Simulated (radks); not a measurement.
Problem. These are the eigenvalues of the occupied orbitals of an atom or ion with whole-number occupations (eV). Method: scalar-relativistic Kohn-Sham, PBE, spin-polarised, spherical densities, finite nucleus; Fermi nuclear charge, rms radius of each element as measured or else 0.836 A^(1/3) + 0.57 fm; computed with a radial shooting solver on a logarithmic mesh with Libxc functionals.

orbital  eigenvalue
1s down   -5394.615
1s up     -5394.601
2s up     -633.3379
2s down   -632.5081
2p up     -533.7333
2p down   -533.0966
3s up     -100.3675
3s down    -98.0475
3p up      -73.8661
3p down    -71.5821
3d up      -33.5343
5d up       -6.1545

Which element is it, and in what charge state? The configuration may be excited. Open shells, if any, are filled with parallel spins first.

Solution. Z = 23, vanadium, charge +2: V2+ in [Ar] 3d2 5d1. The list shows which subshells hold electrons but not how many an open one holds; the 1s level, -198.25 hartree, gives Z - s = 19.9 by -(Z - s)^2/2, which with screening and relativity narrows Z to a few neighbours, and the depths of the outer levels then fix element, charge and occupations together.
